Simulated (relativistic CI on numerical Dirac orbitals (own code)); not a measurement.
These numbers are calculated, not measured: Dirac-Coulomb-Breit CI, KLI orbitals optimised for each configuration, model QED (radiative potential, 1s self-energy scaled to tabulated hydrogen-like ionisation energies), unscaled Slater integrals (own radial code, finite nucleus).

The strongest absorption lines from the ground level of an ion, among the configurations computed and to levels below about 814 eV (vacuum wavelength in Å, gf): 15.376 (0.049), 15.397 (0.026), 17.664 (0.1), 17.713 (0.056), 24.543 (0.34), 24.734 (0.19), 200.70 (0.44), 238.58 (0.18).

Problem. Which ion is it?
A. Se XXVI
B. Se XXIV
C. Sr XXVIII
D. Zn XX

Solution. B. Se XXIV has 11 electrons and the ground level 3s ²S1/2; the strongest line goes to 3p ²P°3/2. The pattern of lines fixes the number of electrons, and along that sequence the line energies rise steadily with the charge (about as its square where n changes within one kind of shell, about linearly where n is kept but much faster in heavy ions where fine structure, which grows about as Z⁴, sets the gap, and irregularly where shells cross), which fixes Z. Configurations outside the model, such as inner-shell arrays, can give stronger lines. At this charge energies of transitions that change n are usually good to better than 1 %, and those within a shell (Δn = 0) to a few per cent.
